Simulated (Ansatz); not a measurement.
Geometry optimisation, RKS r2SCAN-D4/def2-SVP in Ansatz 0.2.0.

input.yaml

```yaml
crystal:
  periodic: [false, false, false]
  atoms:
    - { symbol: F, position_ang: [-0.17787, 0.31501, 1.83963] }
    - { symbol: C, position_ang: [0.58947, 1.03124, 0.88637] }
    - { symbol: S, position_ang: [1.2904, -0.11325, -0.27226] }
    - { symbol: Si, position_ang: [-0.58615, -0.80758, -1.11354] }
    - { symbol: Zn, position_ang: [-1.21358, 1.39321, -0.20808] }
    - { symbol: H, position_ang: [1.38507, 1.5243, 1.44259] }
    - { symbol: H, position_ang: [2.23553, -0.76978, -1.0339] }
    - { symbol: H, position_ang: [-1.10773, -1.85883, -0.22522] }
basis:
  gaussian: { orbitals: def2-SVP }
hamiltonian:
  xc: r2scan
  dispersion: d4
relax:
  f_tol: 0.02
  max_steps: 50
output:
  orbitals: {}
```

Run as:

```bash
$ ansatz run input.yaml --threads 2 --pin off --max-ram 3072MiB --backend cpu --events-out ev --progress --plain --runs-dir out
```

Task: Where does it end, and by what steps?

Result: It converged. After 22 steps the energy has fallen by 2.516 eV; H7 moved furthest, 1.77 Å.

```json
{"step": "0", "energy less start (eV)": "0.0000", "largest force component (eV/Å)": "2.878", "accepted": "yes"}
{"step": "1", "energy less start (eV)": "-0.9232", "largest force component (eV/Å)": "1.639", "accepted": "yes"}
{"step": "2", "energy less start (eV)": "-1.5532", "largest force component (eV/Å)": "1.171", "accepted": "yes"}
{"step": "3", "energy less start (eV)": "-1.9164", "largest force component (eV/Å)": "0.660", "accepted": "yes"}
{"step": "4", "energy less start (eV)": "-2.1395", "largest force component (eV/Å)": "0.684", "accepted": "yes"}
{"step": "5", "energy less start (eV)": "-2.2656", "largest force component (eV/Å)": "0.833", "accepted": "yes"}
{"step": "6", "energy less start (eV)": "-2.3372", "largest force component (eV/Å)": "0.528", "accepted": "yes"}
{"step": "7", "energy less start (eV)": "-2.3740", "largest force component (eV/Å)": "0.532", "accepted": "yes"}
{"step": "8", "energy less start (eV)": "-2.3926", "largest force component (eV/Å)": "0.482", "accepted": "yes"}
{"step": "9", "energy less start (eV)": "-2.4122", "largest force component (eV/Å)": "0.464", "accepted": "yes"}
{"step": "10", "energy less start (eV)": "-2.4265", "largest force component (eV/Å)": "0.448", "accepted": "yes"}
{"step": "11", "energy less start (eV)": "-2.4336", "largest force component (eV/Å)": "0.622", "accepted": "yes"}
{"step": "12", "energy less start (eV)": "-2.4529", "largest force component (eV/Å)": "0.595", "accepted": "yes"}
{"step": "13", "energy less start (eV)": "-2.4822", "largest force component (eV/Å)": "0.260", "accepted": "yes"}
{"step": "14", "energy less start (eV)": "-2.4687", "largest force component (eV/Å)": "0.362", "accepted": "no"}
{"step": "15", "energy less start (eV)": "-2.5001", "largest force component (eV/Å)": "0.111", "accepted": "yes"}
{"step": "16", "energy less start (eV)": "-2.5071", "largest force component (eV/Å)": "0.151", "accepted": "yes"}
{"step": "17", "energy less start (eV)": "-2.5125", "largest force component (eV/Å)": "0.193", "accepted": "yes"}
{"step": "18", "energy less start (eV)": "-2.5151", "largest force component (eV/Å)": "0.134", "accepted": "yes"}
{"step": "19", "energy less start (eV)": "-2.5121", "largest force component (eV/Å)": "0.105", "accepted": "no"}
{"step": "20", "energy less start (eV)": "-2.5160", "largest force component (eV/Å)": "0.076", "accepted": "yes"}
{"step": "21", "energy less start (eV)": "-2.5161", "largest force component (eV/Å)": "0.053", "accepted": "yes"}
{"step": "22", "energy less start (eV)": "-2.5163", "largest force component (eV/Å)": "0.016", "accepted": "yes"}
```

```xyz
8
Properties=species:S:1:pos:R:3
F 1.269 0.594 2.233
C 0.631 0.971 1.096
S 1.313 -0.112 -0.400
Si -0.777 -0.311 -1.838
Zn -1.236 0.574 0.335
H 1.017 1.972 0.804
H 1.143 -1.283 0.257
H -0.946 -1.692 -1.170
```

Whether the end is a true minimum wasn't checked by a vibrational analysis.

The run took 3 min on 2 threads of Intel(R) Xeon(R) Platinum 8259CL CPU @ 2.50GHz (Skylake/Cascade Lake), on a shared host, peak memory 0.23 GiB.
